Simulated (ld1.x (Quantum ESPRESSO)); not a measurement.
Varying the TM potential for sulfur (S)

Base potential:

sulfur (S), norm-conserving Troullier–Martins (Kleinman–Bylander form), made with ld1.x (Quantum ESPRESSO) 7.5 (BP86, scalar-relativistic). Core [Ne], reference 3s2 3p2 (charge +2). Waves: 3s (bound): rc 1.20 bohr; 3p (bound): rc 1.40 bohr; 3d channel at 0.5 Ry: rc 1.40 bohr. Local part: all-electron potential smoothed inside 0.95 bohr (lloc = -1). Core correction: none.

All-electron outer shells of the reference configuration (BP86, scalar-relativistic, ld1.x):

| shell | level (eV) | outermost node (bohr) | outermost maximum (bohr) |
| --- | --- | --- | --- |
| 3s | -39.50 | 0.60 | 1.37 |
| 3p | -28.08 | 0.57 | 1.50 |

Cutoffs, loose and tight: the cutoffs (Ry, on a coarse ladder) from which the occupation-weighted sum of valence levels, in a spherical-Bessel basis at the reference potential, stays within 10 and 1 mRy of its value at 400 Ry. They do not see the model core or the augmentation charge, which bear on the density cutoff. Test errors are all-electron minus pseudo excitation energies from the reference, over the configurations 3s2 3p4; 3s2 3p3; 3s2 3p1; 3s2 3p0; 3s2 3p3.5; 3s0 3p6; 3s2 3p4.3. A dash means not determined; rows that change the core or the reference have their own tests. The largest error is taken over the tests solved by every variant that gives reliable tests at all: 3s0 3p6; 3s2 3p1; 3s2 3p3; 3s2 3p3.5; 3s2 3p4; 3s2 3p4.3.

A true bound ghost makes a file unfit for plane-wave use even where its test errors are small: the radial tests pick states by their node count and pass the ghost by. Where a test does run into it, the solver fails or the error is huge.

Cutoffs are not given where the Bessel-basis levels miss the radial ones by over 6 mRy, ghosts where they miss by over 20 mRy; a channel whose overlap is not positive is not tested.

```csv
change,outcome,"cutoff, loose","cutoff, tight",bound ghosts,largest test error (meV)
base,generated,45 Ry,110 Ry,none,+86
wave 3s (bound): rc 1.20 bohr becomes 3s (bound): rc 0.76 bohr,generated,–,–,not determined,+512
wave 3d channel at 0.5 Ry: rc 1.40 bohr becomes 3d channel at 0.16 Ry: rc 1.40 bohr,generated,45 Ry,110 Ry,none,+86
wave 3p (bound): rc 1.40 bohr becomes 3p (bound): rc 2.16 bohr,generated,45 Ry,100 Ry,none,+82
reference 3s2 3p4,generated,45 Ry,100 Ry,none,+687
wave 3d channel at 0.5 Ry: rc 1.40 bohr becomes 3d channel at 0.5 Ry: rc 1.22 bohr,generated,45 Ry,110 Ry,none,+86
non-relativistic,generated,45 Ry,110 Ry,none,+110
functional PBE,generated,55 Ry,110 Ry,s,+33
core correction a·sin(br)/r model core inside 1.00 bohr,generated,45 Ry,110 Ry,none,+61
"all radii scaled by about 1.25 (s 1.50, p 1.76, d 1.76 bohr); local potential all-electron potential smoothed inside 1.20 bohr (lloc = -1)",generated,40 Ry,60 Ry,none,+43
local potential all-electron potential smoothed inside 1.05 bohr (lloc = -2),generated,50 Ry,110 Ry,none,+42
type RRKJ; local potential the d channel; rho0 0.01,generated,30 Ry,80 Ry,none,+49
local potential all-electron potential smoothed inside 0.80 bohr (lloc = -1),generated,55 Ry,110 Ry,s,+46
```
